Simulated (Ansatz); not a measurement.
Species: BNH$_{2}$F, charge 0, doublet. BNH2F (SMILES [NH]BF, doublet).
B3LYP-D3(BJ)/def2-TZVP minimum from Ansatz (a first-principles code):
```xyz
5

B     -0.3380     0.0907    -0.2603
F      0.1698     1.0668     0.4915
H     -1.2966     0.3183    -0.9451
N      0.1203    -1.2294    -0.1846
H      0.6159    -1.7671    -0.8846
```
Charge 0, spin multiplicity 2.

Total energies in cc-pVDZ, 17 correlated electrons, 3 frozen orbitals. UHF or UKS for unpaired electrons; spin-orbit terms are left out. Cores are frozen in correlated methods. No relativity.

```json
[
 {"method": "HF", "program": "Ansatz", "energy (Eh)": "-179.77998", "minus CCSDT(Q) (mEh)": "437.32"},
 {"method": "MP2", "program": "Ansatz", "energy (Eh)": "-180.18003", "minus CCSDT(Q) (mEh)": "37.27"},
 {"method": "CCSD", "program": "Ansatz", "energy (Eh)": "-180.20657", "minus CCSDT(Q) (mEh)": "10.73"},
 {"method": "CCSD(T)", "program": "Ansatz", "energy (Eh)": "-180.21562", "minus CCSDT(Q) (mEh)": "1.68"},
 {"method": "CCSDT(Q)", "program": "Ansatz", "energy (Eh)": "-180.21730", "minus CCSDT(Q) (mEh)": "0.00"}
]
```

Rough core times of Ansatz's runs on a shared machine: CCSD(T) under 20 s, CCSDT(Q) 10 min.
